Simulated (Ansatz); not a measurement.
Molecule: ZnH2, net charge 0, triplet state. The spin state was set by rule; other spins were not relaxed. SMILES of the parent species: [ZnH2]
Coordinates optimised at B3LYP-D3(BJ)/def2-TZVP (Ansatz, a program for electronic structure):
```xyz
3

Zn     0.0806     0.0154     0.0405
H     -1.0527    -1.1408    -0.5737
H     -1.3662     0.6779    -0.6424
```
Charge 0, spin multiplicity 3.

Parts of the frozen-core correlation energy in def2-SVP (Ansatz, hartree). Frozen orbitals: 9; correlated occupied orbitals by spin: 8 and 6; virtual: 24 and 26. UHF or UKS for open shells. Spin-orbit coupling is left out. Non-relativistic.

| term | value |
|---|---|
| reference (HF) | -1778.58075 |
| MP2 opposite-spin | … |
| MP2 same-spin | … |
| CCSD correlation | … |
| (T) | -0.00798 |
| CCSDT minus CCSD(T) | 0.00025 |
| T1 diagnostic | 0.014 |
| largest doubles amplitude | 0.084 |
| <S^2> of the reference | 2.029 |

Q: Fill in the missing entries.

A: 
- MP2 opposite-spin, value: -0.19456
- MP2 same-spin, value: -0.10679
- CCSD correlation, value: -0.29185
